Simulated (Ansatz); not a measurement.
The cluster Cr2S3. Total charge 0; singlet. Geometry PBE0-D4/def2-SVP.

Cartesian coordinates in Å:
```
Cr 0.683 0.216 -0.467
Cr -0.683 -0.216 0.467
S 0.873 0.828 1.661
S 0.319 -1.976 -0.448
S -1.191 1.148 -1.213
```

At HF/def2-TZVP the restricted singlet is unstable: a solution with broken spin symmetry lies lower. The restricted singlet is unstable towards broken spin symmetry in Hartree–Fock (as tested in another run); at PBE-D4/def2-SVP, PBE-D4/def2-TZVP, PBE0-D4/def2-TZVP, ωB97X-V/def2-TZVP this wasn't settled. The structure comes from a short search, and lower isomers may exist.

(1) Estimate the orbital energies around the gap (eV) in Ansatz with HF/def2-TZVP, PBE-D4/def2-SVP, PBE-D4/def2-TZVP, PBE0-D4/def2-TZVP, ωB97X-V/def2-TZVP.

Results:

(1) 
| orbital | HF/def2-TZVP | PBE-D4/def2-SVP | PBE-D4/def2-TZVP | PBE0-D4/def2-TZVP | ωB97X-V/def2-TZVP |
| --- | --- | --- | --- | --- | --- |
| HOMO−9 | -15.80 | -8.64 | -8.75 | -10.24 | -12.73 |
| HOMO−8 | -13.27 | -8.33 | -8.44 | -9.78 | -12.26 |
| HOMO−7 | -12.53 | -8.33 | -8.44 | -9.78 | -12.26 |
| HOMO−6 | -12.51 | -7.87 | -7.99 | -9.17 | -11.48 |
| HOMO−5 | -11.55 | -7.50 | -7.57 | -9.12 | -11.42 |
| HOMO−4 | -11.40 | -7.41 | -7.52 | -8.75 | -11.11 |
| HOMO−3 | -11.28 | -7.41 | -7.52 | -8.75 | -11.11 |
| HOMO−2 | -10.29 | -5.96 | -6.09 | -7.25 | -9.55 |
| HOMO−1 | -10.10 | -5.96 | -6.09 | -7.25 | -9.55 |
| HOMO | -9.09 | -5.70 | -5.87 | -6.86 | -8.94 |
| LUMO | -1.46 | -4.52 | -4.63 | -3.74 | -1.64 |
| LUMO+1 | 0.42 | -4.52 | -4.63 | -3.74 | -1.64 |
| LUMO+2 | 0.46 | -3.48 | -3.61 | -2.82 | -0.85 |
| LUMO+3 | 0.85 | -3.48 | -3.61 | -2.82 | -0.85 |
| LUMO+4 | 0.89 | -3.25 | -3.32 | -2.62 | -0.50 |
| LUMO+5 | 1.58 | -3.24 | -3.31 | -2.62 | -0.50 |
